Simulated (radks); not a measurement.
Results of a calculation; reference values are marked as such.
Problem. Ionisation of Au+, [Xe] 4f14 5d10, to Au2+, [Xe] 4f14 5d9, under several functionals. Scalar-relativistic Kohn-Sham, spin-polarised, spherical densities, finite nucleus; open shells are filled with parallel spins first (spin-orbit coupling, left out, can overturn this in heavy ions); a radial shooting solver on a logarithmic mesh with Libxc functionals. The NIST Atomic Spectra Database gives 20.20 eV (measured). Rank these functionals by the error of their Delta-SCF ionisation energy: LDA (Slater exchange, Perdew-Zunger correlation); revPBE; B86b exchange with PBE correlation; exchange-only B88; AM05; PBEsol; BLYP; exchange-only LDA; LDA (Slater exchange, Perdew-Wang correlation); PBE; exchange-only r2SCAN.

Solution. From best to worst: exchange-only r2SCAN 19.966 eV (-0.237); exchange-only B88 19.927 eV (-0.276); exchange-only LDA 19.867 eV (-0.336); revPBE 20.953 eV (+0.750); BLYP 20.955 eV (+0.752); PBE 21.041 eV (+0.838); B86b exchange with PBE correlation 21.062 eV (+0.859); AM05 21.063 eV (+0.860); PBEsol 21.075 eV (+0.872); LDA (Slater exchange, Perdew-Wang correlation) 21.355 eV (+1.152); LDA (Slater exchange, Perdew-Zunger correlation) 21.360 eV (+1.157). Open shells are spherical and high-spin; term and fine-structure splittings are not resolved. Spin-orbit splitting is averaged out at the scalar-relativistic level.
